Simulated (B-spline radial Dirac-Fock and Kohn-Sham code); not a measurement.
Scattering functions of Pt¹²⁺

System: platinum as Pt¹²⁺, [Kr] 4d10 4f14 5s2 5p4.

Input of the calculation (task.json; shells as n, l, electrons):

```json
{"items": [{
  "Z": 78,
  "q": 12,
  "cfg": [[1, 0, 2], [2, 0, 2], [2, 1, 6], [3, 0, 2], [3, 1, 6], [3, 2, 10], [4, 0, 2], [4, 1, 6], [4, 2, 10], [4, 3, 14], [5, 0, 2], [5, 1, 4]],
  "A": 195,
  "rrms": 5.427,
  "do": ["scatter"],
  "s": [0.0, 0.1, 0.12, 0.14, 0.17, 0.21, 0.25, 0.3, 0.36, 0.44, 0.53, 0.63, 0.76, 0.92, 1.11, 1.34, 1.61, 1.94, 2.34, 2.82, 3.4, 4.09, 4.93],
  "pz": [0, 0.1, 0.14, 0.21, 0.3, 0.43, 0.62, 0.89, 1.3, 1.9, 2.7, 3.8, 5.5, 8.0, 11.0, 17.0, 24.0, 34.0, 49.0, 71.0, 100.0],
  "hv_scatter": [1000, 2000, 5000, 17479.3, 30000, 100000, 200000, 1000000]
}]}
```

Launch: `python xray_run.py task.json out`

Model: Dirac-Fock orbitals of the configuration average with a finite nucleus. Program: a B-spline atomic structure program. f₀ is the Fourier transform of the spherical electron density, S the Waller-Hartree incoherent function, and s = sin θ/λ. The electron scattering factor follows from the Mott-Bethe formula f_e = 0.023934 Å⁻¹·(Z − f₀)/s².

```
s (Å⁻¹)      f₀       S  f_e (Å)
      0  66.000   0.000        –
    0.1  64.891   1.030   31.376
   0.12  64.415   1.457   22.579
   0.14  63.864   1.945   17.262
   0.17  62.903   2.769   12.503
   0.21  61.401   4.004    9.008
   0.25  59.689   5.338    7.012
    0.3  57.326   7.071    5.498
   0.36  54.284   9.155    4.380
   0.44  50.105  11.841    3.449
   0.53  45.520  14.675    2.767
   0.63  40.815  17.579    2.242
   0.76  35.475  20.998    1.762
   0.92  30.067  24.748    1.355
   1.11  25.075  28.705    1.028
   1.34  20.742  32.945    0.763
   1.61  17.451  37.351    0.559
   1.94  14.955  41.934    0.401
   2.34  12.751  46.207    0.285
   2.82  10.384  49.839    0.204
    3.4   7.992  52.938    0.145
   4.09   6.147  55.623    0.103
   4.93   5.000  58.000    0.072
```

f₀ starts at the number of electrons, 66, and has fallen to half at s ≈ 0.83 Å⁻¹. The sum of ⟨r²⟩ over the electrons is 15.34 bohr². For an ion f_e diverges as s goes to zero, because of the net charge.
